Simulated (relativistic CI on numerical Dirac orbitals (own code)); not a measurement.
**Crystal-field levels of Re⁴⁺, 5d3**

Calculated by Dirac-Coulomb-Breit CI, separate exchange-only KLI orbitals for each configuration, model QED (radiative potential, 1s self-energy scaled to tabulated hydrogen-like ionisation energies), valence Slater integrals scaled by 0.8, one configuration in a parametric crystal field (own radial code).

Field parameters in Wybourne normalisation: D4h B²₀ = −7Ds, B⁴₀ = 21(Dq − Dt), B⁴₄ = 21√(5/14) Dq. The field is a parameter set, without covalency.

S and J are read from ⟨S²⟩ = S(S + 1) and ⟨J²⟩ = J(J + 1) of each level; they are not fictitious spins.

D4h, 10Dq = 26600, Ds = -1500, Dt = -550 cm⁻¹, the lowest 16 levels:

| E (cm⁻¹) | Degeneracy | Irrep | S | J |
| --- | --- | --- | --- | --- |
| 0.0 | 2 | Γ6 | 1.46 | 3.15 |
| 96.1 | 2 | Γ7 | 1.47 | 3.19 |
| 11898 | 2 | Γ6 | 0.61 | 3.79 |
| 12776 | 2 | Γ7 | 0.61 | 3.86 |
| 13793 | 2 | Γ7 | 0.54 | 3.86 |
| 13815 | 2 | Γ6 | 0.54 | 3.78 |
| 14901 | 2 | Γ6 | 0.54 | 3.54 |
| 22565 | 2 | Γ7 | 0.72 | 3.61 |
| 23678 | 2 | Γ7 | 0.61 | 3.66 |
| 23964 | 2 | Γ6 | 0.83 | 3.75 |
| 27160 | 2 | Γ7 | 1.40 | 3.07 |
| 28177 | 2 | Γ6 | 1.29 | 3.34 |
| 28616 | 2 | Γ6 | 1.44 | 2.70 |
| 30702 | 2 | Γ6 | 1.44 | 3.43 |
| 31151 | 2 | Γ7 | 1.44 | 3.57 |
| 32086 | 2 | Γ7 | 1.43 | 3.57 |

Principal g values of the ground doublet: 0.08, 0.08, 4.74.

D4h, 10Dq = 26600, Ds = 3000, Dt = -550 cm⁻¹, the lowest 10 levels:

```tsv
E (cm⁻¹)	Degeneracy	Irrep	S	J
0.0	2	Γ7	1.38	3.21
158	2	Γ6	1.43	3.16
5110	2	Γ7	0.72	3.72
8454	2	Γ6	0.64	3.53
13783	2	Γ7	0.59	3.77
14170	2	Γ6	0.55	3.83
14862	2	Γ6	0.55	4.12
22497	2	Γ7	0.67	3.66
25732	2	Γ6	1.45	2.23
26496	2	Γ7	1.45	2.49
```

Principal g values of the ground doublet: 0.74, 2.85, 2.85.

D4h, 10Dq = 26600, Ds = 2590, Dt = -550 cm⁻¹, the lowest 10 levels:

```csv
E (cm⁻¹),Degeneracy,Irrep,S,J
0.0,2,Γ7,1.41,3.20
114,2,Γ6,1.44,3.16
5972,2,Γ7,0.67,3.74
9242,2,Γ6,0.62,3.53
13678,2,Γ7,0.58,3.77
14098,2,Γ6,0.54,3.81
14760,2,Γ6,0.55,4.13
22527,2,Γ7,0.66,3.65
26789,2,Γ6,1.31,2.60
27677,2,Γ7,1.42,2.61
```

Principal g values of the ground doublet: 0.98, 3.00, 3.00.

D4h, 10Dq = 26600, Ds = 2180, Dt = -550 cm⁻¹, the lowest 10 levels:

```tsv
E (cm⁻¹)	Degeneracy	Irrep	S	J
0.0	2	Γ7	1.43	3.19
85.4	2	Γ6	1.45	3.16
6881	2	Γ7	0.64	3.76
10032	2	Γ6	0.60	3.52
13610	2	Γ7	0.58	3.77
14062	2	Γ6	0.54	3.79
14693	2	Γ6	0.55	4.14
22571	2	Γ7	0.65	3.64
26650	2	Γ6	0.88	3.36
27903	2	Γ7	1.43	3.25
```

Principal g values of the ground doublet: 1.13, 3.10, 3.10.

D4h, 10Dq = 26600, Ds = 1770, Dt = -550 cm⁻¹, the lowest 10 levels:

| E (cm⁻¹) | Degeneracy | Irrep | S | J |
| --- | --- | --- | --- | --- |
| 0.0 | 2 | Γ7 | 1.44 | 3.19 |
| 65.5 | 2 | Γ6 | 1.46 | 3.16 |
| 7806 | 2 | Γ7 | 0.62 | 3.77 |
| 10788 | 2 | Γ6 | 0.59 | 3.52 |
| 13567 | 2 | Γ7 | 0.58 | 3.77 |
| 14049 | 2 | Γ6 | 0.54 | 3.76 |
| 14649 | 2 | Γ6 | 0.56 | 4.14 |
| 22618 | 2 | Γ7 | 0.65 | 3.63 |
| 25893 | 2 | Γ6 | 0.76 | 3.46 |
| 27772 | 2 | Γ7 | 1.40 | 3.27 |

Principal g values of the ground doublet: 1.23, 3.16, 3.16.

The free-ion ground term has S = 3/2. Every field shown keeps that spin.

Levels of this model without a field, named by their leading LS term (the scale mimics covalency, so terms lie below those of the real free ion): ⁴F3/2 0, ⁴F5/2 4305, ⁴F7/2 8140, ⁴F9/2 11009, ⁴P3/2 12514, ⁴P1/2 14145, ²G7/2 18057, ²H9/2 18622 cm⁻¹.
